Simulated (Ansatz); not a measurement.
Ansatz (a program for electronic structure) input:
A basis named .json is the Basis Set Exchange file of that set.

Ansatz 0.2 input:
```yaml
crystal:
  periodic: [false, false, false]
  atoms:
    - {symbol: Si, position_ang: [2.35129758, -0.33395317, 0.35704971]}
    - {symbol: C, position_ang: [0.51438345, -0.13066875, 0.13864479]}
    - {symbol: C, position_ang: [-0.49767965, -0.83077067, 0.87162369]}
    - {symbol: C, position_ang: [-1.76524626, -0.48679762, 0.50688075]}
    - {symbol: S, position_ang: [-1.76273271, 0.69816260, -0.73820015]}
    - {symbol: C, position_ang: [-0.04596481, 0.73202262, -0.76928716]}
    - {symbol: H, position_ang: [2.76053497, 0.00250474, 1.74208675]}
    - {symbol: H, position_ang: [2.76485552, -1.73286034, 0.09052520]}
    - {symbol: H, position_ang: [3.04655291, 0.56860515, -0.58948740]}
    - {symbol: H, position_ang: [-0.28679503, -1.56157172, 1.64005873]}
    - {symbol: H, position_ang: [-2.69600568, -0.86254508, 0.89925948]}
    - {symbol: H, position_ang: [0.46345818, 1.38789651, -1.45710873]}
basis:
  gaussian:
    orbitals: cc-pV_Q+d_Z.json
hamiltonian:
  xc: pbe
magnetization: {spin_polarized: false}
correlation: {method: rpa, electrons: outside_noble_gas}
```

Task: Which total energy does the run end on?

Result: -843.11441 Eh (RPA@PBE/cc-pV(Q+d)Z). The basis has 528 functions.
